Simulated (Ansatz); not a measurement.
Species: borinic acid, sum formula H$_{3}$BO (charge 0, singlet). 
Structure (B3LYP-D3(BJ)/def2-TZVP (Ansatz, a quantum-chemistry and plane-wave program) minimum search):
```
B
O 1 1.3512
H 2 0.9633 1 114.11
H 1 1.1918 2 116.77 3 180.00
H 1 1.1973 4 122.56 2 180.00
```

Basis-set convergence of Hartree-Fock and CCSD correlation energies (hartree) with Ansatz. Cores are frozen in the correlated levels unless marked. Spin-orbit coupling is left out. Non-relativistic.

```csv
basis,functions,E(HF),"E(corr, CCSD)"
cc-pVDZ,43,-101.33279,-0.30111
cc-pVTZ,102,-101.36850,-0.36849
cc-pVQZ,200,-101.37655,-0.39085
```

Extrapolating the two largest sets (X = 3 and 4) as X^-3: E(corr) = (64·(-0.39085) - 27·(-0.36849))/37 = -0.4072 Eh, an estimate of the basis-set limit. The largest set recovers 96.0 % of it, the smallest 74.0 %.
